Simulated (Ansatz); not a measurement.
`[AlH]1[SiH2][S]1` + `Fc1cccs1` → `[F][Al]1[SiH2][S]1` + `c1ccsc1`  (formal exchange of groups at the Al–H bond)

Isolated molecules relaxed with PBE0-D4/def2-TZVP in Ansatz; ΔE leaves out vibrations. CCSD(T)/CBS adds triple-zeta CCSD(T) − MP2 to the extrapolated MP2 energy (def2 sets, frozen cores). Functionals use def2-TZVPP. HSE06 is defined as in plane-wave codes.

CCSD(T)/CBS gives -275.9 kJ/mol.

(1) Another level gave -254.0 kJ/mol. Which?
A. HSE06-D4/def2-TZVPP
B. PBE/def2-TZVPP
C. CCSD/def2-TZVPP
D. MP2/def2-TZVPP

Largest T1 diagnostic among the species: 0.015.

Answers

(1) A. HSE06-D4 -254.0, CCSD/def2-TZVPP -271.9, PBE -248.9, MP2/def2-TZVPP -285.9 kJ/mol.

From r2SCAN to r2SCAN0 (25 % exact exchange), in def2-TZVPP and without D4, ΔE moves by −3.3 kJ/mol. At CCSD(T), def2-SVP lies +19.8 kJ/mol from the extrapolated value and def2-TZVPP +5.3 kJ/mol. Leaving LDA and LC-ωPBE aside and taking each functional with its dispersion term where it has one, the values, not all of them listed here, spread over 23.9 kJ/mol, from B2PLYP to revPBE-D4. LDA lies +8.8 kJ/mol from PBE without D4.
